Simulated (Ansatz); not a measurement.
Geometry optimisation, RKS PBE0-D4/6-31G* (Ansatz).

Input file:

```yaml
crystal:
  periodic: [false, false, false]
  atoms:
    - { symbol: B, position_ang: [0.086791, -0.652681, -0.46073] }
    - { symbol: H, position_ang: [-0.035057, 0.166863, 1.793581] }
    - { symbol: Cl, position_ang: [1.517729, 0.328497, -0.662895] }
    - { symbol: Cl, position_ang: [-1.488444, -0.015034, -0.869565] }
    - { symbol: S, position_ang: [0.322766, -2.39716, 0.119855] }
    - { symbol: H, position_ang: [-0.975216, -2.740837, 0.034937] }
    - { symbol: H, position_ang: [0.035431, -0.526848, 1.918117] }
basis:
  gaussian: { orbitals: "6-31G*" }
hamiltonian:
  xc: pbe0
  dispersion: d4
relax:
  f_tol: 0.03
  max_steps: 50
```

Command:

```bash
$ ansatz run input.yaml --threads 1 --pin off --max-ram 2048MiB --backend cpu --events-out ev --progress --plain --runs-dir out
```

Question: Where does it end, and by what steps?

Answer: The forces met the threshold. After 7 steps the energy has fallen by 0.263 eV; H2 moved furthest, 0.67 Å.

```tsv
step	energy less start (eV)	largest force component (eV/Å)	accepted
0	0.0000	1.583	yes
1	-0.1662	0.516	yes
2	-0.2233	0.396	yes
3	-0.2432	0.354	yes
4	-0.2524	0.207	yes
5	-0.2611	0.072	yes
6	-0.2622	0.050	yes
7	-0.2631	0.017	yes
```

```xyz
7
Properties=species:S:1:pos:R:3
B 0.109 -0.795 -0.704
H -0.143 0.458 2.389
Cl 1.544 0.183 -0.916
Cl -1.472 -0.086 -0.972
S 0.335 -2.507 -0.215
H -0.969 -2.837 -0.175
H 0.060 -0.254 2.467
```

Whether the end is a true minimum wasn't checked by a vibrational analysis.

Run time: 32 s on 1 thread of Arm Neoverse V1 (shared host), peak memory 0.16 GiB.
